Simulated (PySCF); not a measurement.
# C₆ coefficients of unlike pairs at MN15

Calculated with PySCF 2.14 from the dipole response of each species, C₆(A,B) = (3/π) ∫ α_A(iu) α_B(iu) du, in atomic units, from isotropic polarisabilities. For ions this is the dispersion term alone; charge-induced terms of lower order in 1/R come first.

| species | configuration | basis | relativity | α (bohr³) | C₆ (like pair) |
| --- | --- | --- | --- | --- | --- |
| V | [Ar] 3d3 4s2 (4F) | aug-cc-pVDZ (7s6p4d2f) | none | 84.11 | 885.2 |
| Au | [Xe] 4f14 5d10 6s1 (2S) | aug-cc-pwCVTZ-PP with ECP60MDF (8s8p7d4f3g) | core potential | 35.68 | 326.4 |
| Ir²⁺ | [Xe] 4f14 5d7 (4F) | aug-cc-pwCVTZ-PP with ECP60MDF (8s8p7d4f3g) | core potential | 10.68 | 68.70 |
| Mo | [Kr] 4d5 5s1 (7S) | def2-QZVPPD with the def2 core potential (28 electrons) (7s5p4d3f2g) | core potential | 77.21 | 795.9 |

Problem. Estimate C₆ for Au with V.

Solution. The integral gives 500.7. The combination rule 2 C_A C_B / (C_A α_B/α_A + C_B α_A/α_B) gives 504.7 and the geometric mean 537.5.

No spin-orbit coupling is included.

The other pairs:

| pair | C₆ |
| --- | --- |
| Mo, Au | 489.7 |
| Mo, Ir²⁺ | 196.0 |
| Ir²⁺, Au | 142.6 |
| Mo, V | 834.8 |
| Ir²⁺, V | 192.8 |
